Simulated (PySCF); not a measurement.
Species: C6H5FN2.
Cartesian coordinates in Å at the GFN2-xTB level; atoms count from 1:
```xyz
14
C6H5FN2 angstrom
C     -1.4784   -1.1719    0.0931
C     -0.7728    0.1748    0.3152
C     -1.5760    1.2363   -0.2609
N     -2.2128    2.0610   -0.7277
C      0.5750    0.1874   -0.3416
C      1.7231    0.3646    0.3126
F      1.7532    0.5578    1.6470
C      2.9919    0.3513   -0.3209
N      4.0109    0.3314   -0.8424
H     -1.6046   -1.3663   -0.9699
H     -0.8898   -1.9742    0.5320
H     -2.4590   -1.1590    0.5624
H     -0.6704    0.3710    1.3893
H      0.6089    0.0353   -1.4103
```

Computed geometry: GFN2-xTB, gas phase.

Masses are those of the commonest isotopes; rigid-rotor values at the optimised geometry. The values belong to one conformer with, in the numbering `[CH3:1][C@H:2]([C:3]#[N:4])/[CH:5]=[C:6](\[F:7])[C:8]#[N:9]`, C1–C2–C5–C6 -120°.

Problem. Give the principal moments of inertia and the rotational constants in GHz.

Solution. Ia = 166.36, Ib = 603.69, Ic = 633.43 u·Å²; 505379 MHz·u·Å²/I gives 3038, 837.2 and 797.8 MHz, that is A = 3.0378, B = 0.8372, C = 0.7978 GHz.

Problem. Classify the top.

Solution. A near-prolate asymmetric top. Ray's parameter κ = (2B − A − C)/(A − C) = -0.965; −1 is the prolate and +1 the oblate limit.

Problem. What does the inertial defect say?

Solution. Not planar: Δ = Ic − Ia − Ib = -136.62 u·Å². For a rigid frame Δ = −2 Σ m c², so Σ m c² = 68.31 u·Å² lies off the ab plane: 8.39 from hydrogen and 59.92 from heavier atoms. The atom farthest from that plane is 1.94 Å away.

Problem. List the rotational levels J(Ka,Kc) to J = 4 (K).

Solution. Above 0(0,0), as E/k:
J = 1: 1(0,1) 0.078, 1(1,1) 0.184, 1(1,0) 0.186
J = 2: 2(0,2) 0.235, 2(1,2) 0.339, 2(1,1) 0.345, 2(2,1) 0.662, 2(2,0) 0.662
J = 3: 3(0,3) 0.471, 3(1,3) 0.572, 3(1,2) 0.583, 3(2,2) 0.897, 3(2,1) 0.897, 3(3,1) 1.430, 3(3,0) 1.430
J = 4: 4(0,4) 0.784, 4(1,4) 0.882, 4(1,3) 0.901, 4(2,3) 1.211, 4(2,2) 1.211, 4(3,2) 1.744, 4(3,1) 1.744, 4(4,1) 2.490, 4(4,0) 2.490
The levels of one J sum to (2J + 1)J(J + 1)(A + B + C)/3.

No frequency check. Zero-point vibration and centrifugal distortion are left out.
